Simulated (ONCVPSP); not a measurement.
Ranking ONCV potentials for Re (Z = 75)

All share these settings but for the change named:

| Property | Result |
| --- | --- |
| Element | Re |
| Generator | ONCVPSP 4.0.1 |
| Type | optimised norm-conserving Vanderbilt (ONCV) |
| Functional | PBE |
| Relativity | scalar-relativistic |
| Frozen core | [Kr] 4d10 4f14 |
| Valence charge | 15 |
| Reference configuration | 5s2 5p6 5d5 6s1.5 (charge +0.5) |
| Partial waves | 5s+6s: rc 1.60 bohr, ncon 4, nbas 8, qcut 8.4 1/bohr, 2 projectors; 5p: rc 1.45 bohr, ncon 4, nbas 9, qcut 10.6 1/bohr, 2 projectors, debl 1.7 Ha; 5d: rc 2.00 bohr, ncon 5, nbas 10, qcut 6.1 1/bohr, 2 projectors, debl 3.4 Ha |
| Local potential | polynomial inside 1.30 bohr (lpopt 5, dvloc0 3 Ha) |
| Core correction | none |

In the p channel the program set the typed energies aside and used -1.866, 0.250 Ha.

Test errors are all-electron minus pseudo excitation energies from the reference, over 5s2 5p6 5d5 6s2; 5s2 5p6 5d5 6s1; 5s2 5p6 5d5 6s0; 5s2 5p6 5d5.5 6s1.5. None of these files shows a bound ghost.

The base gives 2.4 meV.

Of 7 variants that were run, those that failed, showed a ghost or another fault, or gave nearly equal values are left out.

A variant can come out equal or close to the base, since the largest error may sit in a test that the change hardly touches while other tests move.

Question: Rank these variants by their largest absolute test error, smallest first.
A. d: rc 2.7
B. d: rc 1.46
C. d: rc 2.9

Answer: B (2.5 meV), A (2.9 meV), C (4.6 meV).
